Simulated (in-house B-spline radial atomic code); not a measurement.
Whole-atom quantities along the 6-electron series, configuration [He] 2s2 2p2. Breit and QED terms are first order and not part of the total energy; the density at the nucleus is averaged over the nuclear charge. Computed with a radial B-spline atomic code at the basis-set limit: Dirac-Hartree-Fock, average of the configuration, finite nuclei.

```csv
ion,Z,E/Z² (Eh),Σ<r²> (bohr²),n(0)/Z³ (bohr⁻³),Lamb diamagnetic shielding (ppm),repulsion over attraction,Breit energy (eV),self-energy (eV),vacuum polarisation (eV),Dirac less non-relativistic energy (Eh)
Ni22+,28,-1.4011,0.22365,0.88414,1461.68,0.037512,11.107,11.983,-1.0559,-10.938
Cu23+,29,-1.4059,0.2068,0.89981,1518.29,0.036244,12.396,13.525,-1.2164,-12.65
Zn24+,30,-1.4106,0.19176,0.9168,1575.16,0.035057,13.782,15.201,-1.3949,-14.56
Ga25+,31,?,?,?,?,?,?,?,?,?
Ge26+,32,-1.4194,0.16611,0.95197,1689.72,0.032896,16.862,18.98,-1.811,-19.027
As27+,33,-1.4235,0.15514,0.97133,1747.44,0.03191,18.563,21.098,-2.0518,-21.617
Se28+,34,-1.4276,0.14519,0.99114,1805.46,0.030979,20.377,23.377,-2.3163,-24.467
Br29+,35,?,?,?,?,?,?,?,?,?
Kr30+,36,-1.4354,0.1279,1.0339,1922.49,0.029267,24.36,28.447,-2.9236,-31.02
Rb31+,37,?,?,?,?,?,?,?,?,?
Sr32+,38,-1.4429,0.11344,1.0806,2040.89,0.027728,28.841,34.251,-3.6473,-38.834
Zr34+,40,-1.4502,0.10122,1.131,2160.79,0.026338,33.854,40.849,-4.5032,-48.072
Nb35+,41,-1.4537,0.095815,1.157,2221.33,0.025691,36.57,44.467,-4.986,-53.278
Mo36+,42,-1.4572,0.090812,1.1831,2282.29,0.025074,39.432,48.308,-5.5083,-58.905
Tc37+,43,-1.4607,0.086175,1.2127,2343.68,0.024484,42.444,52.382,-6.073,-64.98
```

(1) Fill in the row of Ga25+.

(2) Fill in the row of Br29+.

(3) Fill in the row of Rb31+.

(4) With what power of Z does the column «Breit energy (eV)» change over this range?

## Answers

(1) E/Z² (Eh): -1.415; Σ<r²> (bohr²): 0.17826; n(0)/Z³ (bohr⁻³): 0.93412; Lamb diamagnetic shielding (ppm): 1632.3; repulsion over attraction: 0.033943; Breit energy (eV): 15.269; self-energy (eV): 17.017; vacuum polarisation (eV): -1.5926; Dirac less non-relativistic energy (Eh): -16.68.

(2) E/Z² (Eh): -1.4316; Σ<r²> (bohr²): 0.13615; n(0)/Z³ (bohr⁻³): 1.0121; Lamb diamagnetic shielding (ppm): 1863.81; repulsion over attraction: 0.0301; Breit energy (eV): 22.308; self-energy (eV): 25.824; vacuum polarisation (eV): -2.6063; Dirac less non-relativistic energy (Eh): -27.595.

(3) E/Z² (Eh): -1.4392; Σ<r²> (bohr²): 0.12035; n(0)/Z³ (bohr⁻³): 1.0568; Lamb diamagnetic shielding (ppm): 1981.51; repulsion over attraction: 0.028478; Breit energy (eV): 26.536; self-energy (eV): 31.253; vacuum polarisation (eV): -3.27; Dirac less non-relativistic energy (Eh): -34.759.

(4) A fit of the logarithm of its size against log Z from Z = 28 to 43 has slope 3.12.
